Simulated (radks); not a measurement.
The silver ion Ag2+ inside a hard spherical wall (all orbitals vanish at R), configuration held at [Kr] 4d9 and not refilled when levels cross. All-electron calculation, scalar-relativistic Kohn-Sham, PBEsol, spin-unpolarised, spherical densities, finite nucleus; Fermi nuclear charge, rms radius 4.5454 fm. Program: a radial shooting solver on a logarithmic mesh with Libxc functionals. Eigenvalues in eV, with the zero of energy where the potential of the charges vanishes at infinity; a dash marks a level that is unbound or too diffuse for the functional's potential to be trusted. A positive occupied level is held by the wall or, in an anion where self-interaction has pushed it up, behind a barrier. The pressure on the wall is -dE/dV.

R (bohr)  E (hartree)  kinetic (hartree)    e(3d)    e(4s)    e(4p)    e(4d)  e(5s, empty)  e(5p, empty)  pressure (GPa)
free      -5312.29677           5518.311  -381.24  -117.49  -80.908  -28.886       -20.707       -14.188               0
10        -5312.29677           5518.311  -381.24  -117.49  -80.908  -28.886       -20.707       -14.187        < 0.0001
8         -5312.29677           5518.311  -381.24  -117.49  -80.908  -28.886       -20.705       -14.167        0.000131
5         -5312.29394           5518.342  -381.10  -117.37  -80.795  -28.780       -20.200       -12.783           0.649
3         -5311.94490           5520.521  -375.22  -112.58  -76.214  -23.989        -6.133         7.371             225
2.5       -5311.04772           5525.203  -366.31  -105.98  -69.772  -16.542        14.800        33.089            1230
2         -5307.29016           5542.698  -342.53  -89.290  -52.514    4.341        73.608        99.778            8630
1.5       -5288.04933           5617.254  -274.39  -35.452    6.294   73.695        265.91        302.74           85300
